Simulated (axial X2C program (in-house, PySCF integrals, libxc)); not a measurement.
Excited states of SeH⁻ by EOM-EE-CCSD

Calculated with an axial X2C code built on PySCF integrals: two-component X2C with atomic mean-field Coulomb and Gaunt terms, Gaussian nuclei, basis Se dyall-acv3z, H dyall-av3z with contracted cores.

R = 1.473 Å (near the PBE0 minimum at charge -1 of the determinant lowest at the starting distance; the state shown can have its own minimum elsewhere).

Vertical excitation energies from the closed-shell determinant state of SeH⁻:

| Ω | excitation (eV) | cm⁻¹ | hole of the leading pair | particle of the leading pair | weight of the pair (for Ω = 0 its time-reversed partner can hold as much again) | singles weight |
| --- | --- | --- | --- | --- | --- | --- |
| 2 | 2.555 | 20606 | 82% Se pπ, 12% H pπ | 84% H sσ, 7% Se sσ | 0.94 | 0.94 |
| 1 | 2.595 | 20927 | 82% Se pπ, 12% H pπ | 86% H sσ, 6% Se sσ | 0.89 | 0.94 |
| 0⁻ | 2.766 | 22306 | 82% Se pπ, 12% H pπ | 84% H sσ, 7% Se sσ | 0.47 | 0.94 |
| 0⁺ | 2.766 | 22311 | 82% Se pπ, 12% H pπ | 84% H sσ, 7% Se sσ | 0.47 | 0.94 |
| 1 | 2.826 | 22795 | 82% Se pπ, 12% H pπ | 87% H sσ | 0.89 | 0.93 |
| 2 | 3.734 | 30120 | 82% Se pπ, 12% H pπ | 87% Se pσ | 0.94 | 0.94 |
| 1 | 3.754 | 30279 | 82% Se pπ, 12% H pπ | 89% Se pσ | 0.93 | 0.94 |
| 1 | 3.861 | 31141 | 82% Se pπ, 12% H pπ | 97% Se pπ | 0.74 | 0.95 |
| 0⁻ | 3.868 | 31195 | 82% Se pπ, 12% H pπ | 97% Se pπ | 0.36 | 0.95 |

This point took 12 s on 1 thread of Arm Neoverse V2, on a shared host.

Reference electrons by ω block (each with its −ω partner): 1/2: 12, 3/2: 5, 5/2: 1. 8 electrons of SeH⁻ correlated (inner shells frozen), 88 natural virtual spinors (a truncated set); levels can be off by some tenths of an eV. Roots sought by Ω: (0: 5, 1: 4, 2: 3, 3: 1); the list ends where they run out and leaves out roots under 60 % singles weight. The solver can skip a root, and states that need a further excitation, which the method places far too high, are missing though they may lie low or lowest. T1 of the reference 0.010 (Lee–Taylor). The highest Hartree–Fock level of the anion lies at -2.29 eV; relaxation, partly offset by correlation, puts the detachment threshold some tenths of an eV to over one eV lower in magnitude, and states above it are held by the basis set and are not bound; that holds for every row here. Number of frozen shells: Se 3 s, 2 p, 1 d; H none.
